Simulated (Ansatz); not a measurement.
Consider the redistribution: `O[SiH2]S[SiH](Cl)Cl` + `CO[SiH2][SiH3]` → `O[SiH2]O[SiH2][SiH3]` + `CS[SiH](Cl)Cl`.

Computed with Ansatz on PBE0-D4/def2-TZVP structures; ΔE is electronic, products minus reactants. CCSD(T)/CBS adds triple-zeta CCSD(T) − MP2 to the extrapolated MP2 energy (def2 sets, frozen cores). DFT in def2-TZVPP. One conformer a species, not always the lowest.

```json
{"level": "r2SCAN-D4", "ΔE (kJ/mol)": "-92.0"}
{"level": "ωB97X-V", "ΔE (kJ/mol)": "-92.6"}
{"level": "r2SCAN", "ΔE (kJ/mol)": "-92.0"}
{"level": "PBE0", "ΔE (kJ/mol)": "-87.1"}
{"level": "CCSD/def2-TZVPP", "ΔE (kJ/mol)": "-98.9"}
{"level": "MP2/def2-QZVPP", "ΔE (kJ/mol)": "-99.7"}
{"level": "HF/CBS(def2)", "ΔE (kJ/mol)": "-109.3"}
{"level": "MP2/CBS(def2)", "ΔE (kJ/mol)": "-99.6"}
```

Task: What does CCSD(T)/CBS give? (Estimate.)

Result: Ansatz gave: -97.6 kJ/mol. The listed levels differ from it by 5.6, 5.0, 5.6, 10.5, -1.3, -2.1, -11.7, -2.0 kJ/mol.

Largest T1 diagnostic among the species: 0.012.

In def2-TZVPP, CCSD(T) changes the Hartree–Fock value by +10.8 kJ/mol (the triples alone add +2.5 kJ/mol) and MP2 by +8.8 kJ/mol. From PBE to PBE0 (25 % exact exchange), in def2-TZVPP and without D4, ΔE moves by −4.5 kJ/mol.
